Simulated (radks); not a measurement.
The numbers below are computed, except where a source is named.
Task: These are the eigenvalues of the occupied orbitals of an atom or ion with whole-number occupations (hartree). Code: a radial shooting solver on a logarithmic mesh with Libxc functionals. Model: scalar-relativistic Kohn-Sham, PBEsol, spin-polarised, spherical densities, finite nucleus; Fermi nuclear charge, rms radius of each element as measured or else 0.836 A^(1/3) + 0.57 fm.

| orbital | eigenvalue |
|---|---|
| 1s down | -2051.855 |
| 1s up | -2051.855 |
| 2s up | -354.4691 |
| 2s down | -354.4656 |
| 2p up | -315.6457 |
| 2p down | -315.6434 |
| 3s up | -89.74051 |
| 3s down | -89.61927 |
| 3p up | -77.87066 |
| 3p down | -77.75007 |
| 3d up | -62.78033 |
| 3d down | -62.68779 |
| 4s up | -28.14950 |
| 4s down | -27.91660 |
| 4p up | -24.14827 |
| 4p down | -23.92053 |
| 4d up | -18.73150 |
| 4d down | -18.50695 |
| 4f up | -12.68274 |

Which element is it, and in what charge state? The configuration may be excited. Open shells, if any, are filled with parallel spins first.

Result: Z = 67, holmium, charge +16: Ho16+ in [Kr] 4d10 4f5. The list shows which subshells hold electrons but not how many an open one holds; the 1s level, -2051.9 hartree, gives Z - s = 64.1 by -(Z - s)^2/2, which with screening and relativity narrows Z to a few neighbours, and the depths of the outer levels then fix element, charge and occupations together.
